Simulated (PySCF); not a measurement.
C3H4BFO, singlet, at a GFN2-xTB geometry. Base run: PySCF with PBE/6-31G.

The PySCF input:
```python
from pyscf import gto, scf, dft, solvent

mol = gto.M(
    atom='''
B     0.06687210    0.15188607    0.15350041
C    -0.57606832   -0.43005936    1.40882328
C    -1.07273634   -0.86570831    2.41285195
H    -1.51276576   -1.25113950    3.28676705
F     0.77861086    1.28998219    0.24951455
O    -0.07505037   -0.45504460   -1.01816022
C     0.47343053   -0.00152702   -2.23565573
H     1.13986693   -0.77617567   -2.62041814
H    -0.34472123    0.15220074   -2.94208873
H     1.02840939    0.92996930   -2.10822852
''',
    basis='6-31g',
    verbose=3,
)

mf = dft.RKS(mol)
mf.xc = 'pbe'
mf.kernel()
```

Variants of this job, named by their change:

```
change                                                          ΔE vs base (kJ/mol)  dipole (D)  HOMO-LUMO gap (eV)
--------------------------------------------------------------  -------------------  ----------  ------------------
base                                                                           0.00        1.25                5.46
model = C-PCM; solvent = tetrahydrofuran                                        [?]        1.40                5.54
model = IEF-PCM; solvent = tetrahydrofuran; lebedev_order = 41               -16.30        1.40                5.53
model = IEF-PCM; solvent = tetrahydrofuran; vdw_scale = 1.4                   -9.52        1.37                5.51
model = COSMO; solvent = tetrahydrofuran                                     -16.16        1.39                5.54
model = ddCOSMO; solvent = tetrahydrofuran                                   -13.14        1.39                5.54
model = IEF-PCM; solvent = chloroform                                           [?]         [?]                5.53
model = IEF-PCM; solvent = dimethylsulfoxide                                    [?]        1.42                5.54
model = IEF-PCM; solvent = tetrahydrofuran                                   -16.23        1.40                5.53
model = IEF-PCM; solvent = acetonitrile                                      -19.45        1.41                5.54
model = IEF-PCM; solvent = water                                             -19.95        1.42                5.54
model = IEF-PCM; solvent = tetrahydrofuran; lebedev_order = 11               -15.51        1.40                5.53
```

Task: Fill in the missing entries.

Result: 
- model = C-PCM; solvent = tetrahydrofuran, ΔE vs base (kJ/mol): -17.36
- model = IEF-PCM; solvent = chloroform, ΔE vs base (kJ/mol): -14.13
- model = IEF-PCM; solvent = chloroform, dipole (D): 1.38
- model = IEF-PCM; solvent = dimethylsulfoxide, ΔE vs base (kJ/mol): -19.67

The base is the gas phase, so ΔE is the electrostatic part of solvation at a fixed geometry, without cavity and dispersion terms.
